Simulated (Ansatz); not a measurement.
Born–Oppenheimer molecular dynamics of C2H8Ge (11 atoms, charge 0, multiplicity 1). It starts from a relaxed structure.

Computed with RHF/def2-SVP (Ansatz 0.2.0).

```
ensemble        : NVT, Langevin thermostat
time step       : 1 fs
steps asked     : 150
set temperature : 50 K
friction        : 0.001 /fs
seed            : 804662
```

First frame:

```xyz
11
Properties=species:S:1:pos:R:3
Ge 0.010 0.027 0.008
C -0.014 -0.081 1.969
H -1.039 -0.099 2.344
H 0.490 -0.987 2.311
H 0.494 0.779 2.408
C 1.854 0.057 -0.669
H 2.387 -0.848 -0.371
H 1.867 0.118 -1.758
H 2.395 0.918 -0.272
H -0.726 1.302 -0.447
H -0.736 -1.185 -0.584
```

**Question.** How far do the bonds stretch over the last three quarters of this one trajectory? (Pairs bonded in most of those frames.)

**Answer.** 
| bond | mean (Å) | spread (Å) | shortest | longest |
| --- | --- | --- | --- | --- |
| Ge1–C2 | 1.964 | 0.011 | 1.94 | 1.98 |
| Ge1–C6 | 1.967 | 0.017 | 1.94 | 1.99 |
| Ge1–H10 | 1.541 | 0.010 | 1.52 | 1.56 |
| Ge1–H11 | 1.541 | 0.005 | 1.53 | 1.55 |
| C2–H3 | 1.091 | 0.003 | 1.08 | 1.10 |
| C2–H4 | 1.092 | 0.008 | 1.08 | 1.11 |
| C2–H5 | 1.092 | 0.010 | 1.08 | 1.11 |
| C6–H7 | 1.092 | 0.004 | 1.09 | 1.10 |
| C6–H8 | 1.092 | 0.008 | 1.08 | 1.10 |
| C6–H9 | 1.092 | 0.005 | 1.08 | 1.10 |

Mean temperature of the second half: 31 K. The mean temperature of the second half is 38 % below the set value. A run of 0.15 ps of so small a system gives no equilibrium averages.

Time of the run: 6.4 min on 1 thread of Intel(R) Xeon(R) CPU @ 2.60GHz (Ice Lake) (shared host), peak memory 0.22 GiB.
